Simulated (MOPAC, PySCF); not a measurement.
C₃H₉NSi, SMILES `C=[SiH]N(C)C` (C–Si–N–C torsion 0°), neutral singlet in the gas phase. 

Cartesian coordinates (Å):
SMILES: C=[SiH]N(C)C
```xyz
14

C      2.5175    -0.5815    -0.0100
Si     0.8995    -0.9190    -0.3874
N     -0.4551     0.0353    -0.0345
C     -0.3389     1.2947     0.6608
C     -1.8030    -0.3252    -0.3958
H      2.8769     0.2976     0.5084
H      3.2732    -1.2998    -0.3064
H      0.4613    -2.1374    -1.0995
H      0.7036     1.5020     0.9047
H     -0.9110     1.2820     1.5967
H     -0.7149     2.1213     0.0452
H     -2.4419    -0.4111     0.4923
H     -1.8169    -1.2848    -0.9150
H     -2.2502     0.4258    -1.0594
```
Charge 0, spin multiplicity 1.

All levels are single points at this geometry (PBE0-D3(BJ)/def2-TZVP); Pople sets use spherical d functions. Orbital energies aren't observables, and empty levels follow the basis.

PM3 in MOPAC gives HOMO (eV) = -7.48.

Task: Estimate the HOMO (eV) from each of these levels: PBE-D3(BJ)/def2-TZVP in PySCF; PBE0-D3(BJ)/def2-TZVP in PySCF; B3LYP/3-21G in PySCF; BP86/6-31G* in PySCF; PBE/6-31G* in PySCF; HF/3-21G in PySCF; HF/6-31G* in PySCF; AM1 in MOPAC.

Result: 
```json
[
 {"level": "PBE-D3(BJ)/def2-TZVP in PySCF", "HOMO (eV)": "-4.52"},
 {"level": "PBE0-D3(BJ)/def2-TZVP in PySCF", "HOMO (eV)": "-5.54"},
 {"level": "B3LYP/3-21G in PySCF", "HOMO (eV)": "-4.87"},
 {"level": "BP86/6-31G* in PySCF", "HOMO (eV)": "-4.28"},
 {"level": "PBE/6-31G* in PySCF", "HOMO (eV)": "-4.19"},
 {"level": "HF/3-21G in PySCF", "HOMO (eV)": "-7.52"},
 {"level": "HF/6-31G* in PySCF", "HOMO (eV)": "-7.59"},
 {"level": "AM1 in MOPAC", "HOMO (eV)": "-7.93"}
]
```
